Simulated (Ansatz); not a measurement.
Isolated molecules relaxed with PBE0-D4/def2-TZVP in Ansatz; ΔE leaves out vibrations. CBS: MP2 limit from def2 TZ/QZ plus the TZ coupled-cluster correction, frozen cores. This one scheme is used for every species, atoms too. Functionals use def2-TZVPP. Open shells (•) are unrestricted, without spin–orbit coupling. Spin–orbit coupling would lower the free atoms: a little for B, C, F, O. Each species was taken in one conformer, which may not be the lowest.

Consider the atomization: `CC(=O)OBF` → B• + 2 C• + F• + 4 H• + 2 O•.

```tsv
level	ΔE (kJ/mol)
B97M-V	4452.1
r2SCAN0-D4	4369.9
BHLYP-D4	4264.7
PBE	4569.3
revPBE	4388.5
PBE0	4446.3
r2SCANh	4427.3
r2SCAN0	4365.1
```

**Question.** What does CCSD(T)/CBS give? (Best estimate.)

**Answer.** Ansatz gave: +4430.8 kJ/mol. The listed levels differ from it by 21.3, -60.9, -166.1, 138.5, -42.3, 15.5, -3.5, -65.7 kJ/mol.

Largest T1 diagnostic among the species: 0.015.

In def2-TZVPP, CCSD(T) changes the Hartree–Fock value by +1083.6 kJ/mol (the triples alone add +77.8 kJ/mol) and MP2 by +1231.4 kJ/mol; breaking electron pairs costs correlation energy, which Hartree–Fock lacks. From BLYP to BHLYP (50 % exact exchange), in def2-TZVPP and without D4, ΔE moves by −182.5 kJ/mol: exact exchange takes away binding that semilocal exchange gives to molecules. Leaving LDA and LC-ωPBE aside and taking each functional with its dispersion term where it has one, the values, not all of them listed here, spread over 320.8 kJ/mol, from BHLYP-D4 to PBE-D4. LDA lies +607.9 kJ/mol from PBE without D4, its usual overbinding.

For atomizations the MP2-based limit and the directly extrapolated one differ by several kJ/mol either way, and by 10 to 25 for some Ge, Se and Sn compounds, so smaller differences from it don't rank the levels.
